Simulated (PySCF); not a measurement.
**Dipole moment and polarisability of `C=C1[SiH2][C@@H]1C1(Cl)CC1`**

C6H9ClSi.
Cartesian coordinates in Å at the GFN2-xTB level; atoms count from 1:
```
atom  x, y, z in Å
C1     1.7478   -0.2282   -1.4559
C2     1.3435   -0.4631   -0.2275
Si3    1.1769   -1.4811    1.3182
C4     0.5668    0.2689    0.8411
C5    -0.8751    0.5597    0.6097
Cl6   -1.7324    0.8362    2.1436
C7    -1.3681    1.3537   -0.5610
C8    -1.6680   -0.1163   -0.4609
H9     2.3243   -0.9507   -2.0129
H10    1.5303    0.6969   -1.9731
H11    0.1924   -2.5459    1.3342
H12    2.3060   -1.5755    2.2241
H13    1.0865    1.1299    1.2573
H14   -2.1763    2.0517   -0.4048
H15   -0.6381    1.6802   -1.2855
H16   -1.1417   -0.7929   -1.1178
H17   -2.6817   -0.4117   -0.2387
```

Level: B3LYP/def2-SVPD (PySCF), static field, nuclei fixed, core orbitals frozen in the response. The polarisability tensor in these axes (au):

```
x   107.01 -12.38  -8.29
y   -12.38 103.42  -9.64
z    -8.29  -9.64 121.95
```

**Question.** What are the eigenvalues, a third of the trace, and Δα (Δα² = ½Σ(αi − αj)² over the three pairs)?

**Answer.** Principal values 87.95, 117.72 and 126.70 au; mean 110.79 au = 16.42 Å³ = 18.27 × 10⁻⁴⁰ C²·m²/J; Δα = 35.13 au (32 % of the mean).

**Question.** What is the dipole moment, and where does it point?

**Answer.** (1.06, -0.70, -1.56) D, 2.01 D in size, pointing from the negative to the positive side. Measured along this direction, the outermost atoms are Cl6 at the negative end and H9 at the positive end.

**Question.** Along which axes do the principal values lie, and how far do the nuclei extend along each?

**Answer.** Largest value along (-0.23, -0.27, 0.94), where the nuclei span 4.56 Å; middle along (0.76, -0.65, 0.00), 5.75 Å; least along (0.61, 0.71, 0.35), 3.92 Å. The strongest response doesn't lie along the longest of the three spans.

**Question.** Form Σ f/ω² (atomic units) for the 8 lowest TDDFT singlets, given as eV and f, and set it beside the mean polarisability, which is this sum over all singlets: 4.72, 0.0003; 5.53, 0.0050; 5.91, 0.0705; 5.97, 0.0886; 6.22, 0.0299; 6.25, 0.0559; 6.35, 0.0161; 6.44, 0.0089.

**Answer.** They add up to 5.55 au, 5.0 % of the 110.79 au; the largest single term is 1.84 au, from the state at 5.97 eV. Terms in order: 0.01, 0.12, 1.49, 1.84, 0.57, 1.06, 0.29, 0.16 au. Higher excitations give the rest. The strengths listed sum to 0.275.

**Question.** In a dilute gas of rigid molecules at 350 K, how does the orientational term μ²/3kT compare with the electronic polarisability?

**Answer.** In Gaussian units μ²/3kT = 27.97 Å³ against 16.42 Å³, a ratio of 1.70; the Debye molar polarisation (4π/3)N_A(α + μ²/3kT) is 112.0 cm³/mol, leaving out the vibrational part.

**Question.** What depolarisation ratio follows for Rayleigh scattering of linearly polarised light, taking the static tensor?

**Answer.** ρ = 3Δα²/(45ᾱ² + 4Δα²) = 3702.6/(552367 + 4936.8) = 0.00664.

The structure is a single GFN2-xTB conformer in the gas phase; no vibrational or solvent corrections.
